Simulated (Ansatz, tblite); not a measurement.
Removing and adding an electron: N-butyl-N-methylpyrrolidinium chloride (C₉H₂₀ClN). The state is a singlet with charge 0. Geometry: r2SCAN-D4/def2-SVP. Ansatz, gas phase; energy differences of separate SCF runs; the oxidised species was run as a doublet alone; the reduced species was run as a doublet alone.

```csv
atom,x (Å),y (Å),z (Å)
C1,-3.8502,-0.7496,-1.5930
C2,-2.4069,-0.3153,-1.8122
C3,-1.5962,-0.2768,-0.5149
C4,-0.1940,0.2255,-0.7951
N5,0.7515,0.1820,0.3830
C6,0.1935,0.9754,1.5286
C7,2.0847,0.7797,-0.0323
C8,3.0653,0.2869,1.0251
C9,2.4627,-1.0406,1.5603
C10,1.1304,-1.2047,0.8192
H11,-3.9035,-1.7566,-1.1454
H12,-4.4098,-0.7760,-2.5408
H13,-4.3755,-0.0564,-0.9155
H14,-1.9148,-0.9959,-2.5318
H15,-2.3798,0.6882,-2.2730
H16,-1.5922,-1.2847,-0.0554
H17,-2.1031,0.4026,0.1913
H18,-0.2002,1.3047,-1.0838
H19,0.2912,-0.3745,-1.5831
H20,0.0006,1.9970,1.1226
H21,0.9402,1.0057,2.3313
H22,-0.7153,0.4785,1.8884
H23,2.3035,0.3471,-1.0210
H24,1.9133,1.8735,-0.1509
H25,3.1804,1.0230,1.8350
H26,4.0628,0.1460,0.5851
H27,3.1111,-1.9075,1.3658
H28,2.3086,-0.9996,2.6491
H29,0.3197,-1.6383,1.4205
H30,1.2455,-1.7990,-0.1005
Cl31,0.2764,3.4600,-0.5568
```

The xTB rows come from tblite.

```
           level  −HOMO (eV)  vertical IE (eV)  −LUMO (eV)  vertical EA (eV)  HOMO–LUMO gap (eV)  IE − EA (eV)                       remarks
        GFN1-xTB       11.50             13.55        4.90              2.67                6.60         10.88                             –
        GFN2-xTB        8.77             12.00        2.95              0.23                5.82         11.77                             –
 PBE-D4/def2-SVP        3.69                 –        0.24             -1.61                3.45             –  HOMO above zero (-1 doublet)
PBE-D4/def2-TZVP        4.23              7.69        0.68                 –                3.55             –                             –
```

Q: Estimate the rows for HF/def2-SVP, HF/def2-TZVP, PBE0-D4/def2-SVP, PBE0-D4/def2-TZVP.

A: 
```
            level  −HOMO (eV)  vertical IE (eV)  −LUMO (eV)  vertical EA (eV)  HOMO–LUMO gap (eV)  IE − EA (eV)                       remarks
      HF/def2-SVP           –                 –           –             -3.34                   –             –  HOMO above zero (-1 doublet)
     HF/def2-TZVP        8.44              6.48       -2.73                 –               11.17             –                             –
 PBE0-D4/def2-SVP        5.00                 –       -0.61             -1.91                5.61             –  HOMO above zero (-1 doublet)
PBE0-D4/def2-TZVP        5.48              7.73       -0.12                 –                5.60             –                             –
```

Relaxing the reduced species (r2SCAN-D4/def2-SVP) changes its energy by -0.17 eV at PBE-D4/def2-SVP, so the adiabatic electron affinity to this nearest minimum is -1.45 eV. At PBE0-D4/def2-SVP it is -1.73 eV. The highest occupied level of the relaxed charge -1 doublet lies above zero (up to 3.21 eV). By energy differences, losing it releases 1.45 eV (each at its own geometry, to the charge 0 singlet, at PBE-D4/def2-SVP).     A HOMO above zero means that the electron is unbound at that level or that self-interaction error raises the level; the energy of removing that electron tells which. Raw xTB energy differences between charge states are shifted by several eV; the methods need an empirical correction for them. Sets without diffuse functions give affinities that are too small. A negative affinity means that the extra electron isn't bound; its size then hangs on the basis.
